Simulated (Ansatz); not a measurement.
The same path of C2H7GaS (11 atoms, charge 0, multiplicity 1) was run twice with different band settings. Lost on the way: C3–H4. Made: S2–H4.

The calculation used RKS PBE0-D4/def2-SVP (Ansatz 0.2.0).

Relaxed end points:

```xyz
11
Properties=species:S:1:pos:R:3
Ga 0.107 -0.216 -0.216
S 1.164 -1.909 -1.192
C 0.654 0.314 1.594
H 1.533 -0.246 1.947
C -1.323 0.567 -1.310
H 1.993 -2.160 -0.156
H 0.888 1.390 1.625
H -0.173 0.142 2.302
H -1.004 0.666 -2.359
H -2.200 -0.100 -1.295
H -1.638 1.553 -0.939
```

```xyz
11
Properties=species:S:1:pos:R:3
Ga -0.315 0.375 0.195
S 1.388 -1.593 -0.586
C 0.372 0.666 1.828
H 2.350 -0.960 0.122
C -1.327 0.576 -1.454
H 1.048 -2.381 0.457
H -0.076 1.403 2.502
H 1.157 0.042 2.265
H -0.665 0.837 -2.293
H -1.868 -0.348 -1.704
H -2.063 1.384 -1.331
```

Common settings: spring 5.0 eV/Å²; optimiser quadratic models (default); start path through a guess of the saddle point; force threshold 0.05 eV/Å; end points relaxed.

| run | movable images | climbing image | iteration limit |
| --- | --- | --- | --- |
| 1 | 9 | yes | 48 |
| 2 | 3 | no | 60 |

Problem. What does each run give, and how far can it be trusted?

Solution. Run 1: converged after 14 iterations, highest image 3.269 eV above the first end. Neighbouring images differ by up to 1.6 eV, so the band resolves the path poorly. A vibrational analysis at the climbing image gives one clearly imaginary mode, 394i cm⁻¹: a first-order saddle point.
Run 2: converged after 22 iterations, highest image 3.216 eV above the first end. Neighbouring images differ by up to 1.9 eV, so the band resolves the path poorly. No image climbed, so the highest image needn't sit at the top of the path. So few images can step over the top or miss a turn of the path.
The orbitals stay closed-shell, which can raise the energy where a bond breaks towards radicals; this wasn't checked here.
